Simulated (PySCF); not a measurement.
Ti(Cl)3(NH2) (Cl₃H₂NTi), SMILES [NH2][Ti]([Cl])([Cl])[Cl], multiplicity 1.

Coordinates come from a B3LYP-D3(BJ)/def2-SVP optimisation. The multiplicity is an assumed one; no other spin state was optimised. The isomer is the one that the SMILES or the coordinates give; other isomers of the formula were not compared. The values are those of a single conformer.

These are PBE/def2-TZVP (PySCF) values and carry that method's errors.

The molecule is in vacuum.

Computed frontier levels, gap, dipole moment and polarisability:
| Item | Result |
|---|---|
| highest occupied level | -7.13 eV |
| lowest empty level | -4.12 eV |
| orbital gap | 3.01 eV |
| dipole moment | 3.00 D |
| quadrupole, principal values (traceless, Buckingham form, about the centre of nuclear charge) | -7.89, -2.43, 10.32 D·Å |
| mean static polarisability | 85.0 bohr³ (12.59 Å³) |
| polarisability, principal values | 77.6, 87.1, 90.2 bohr³ |
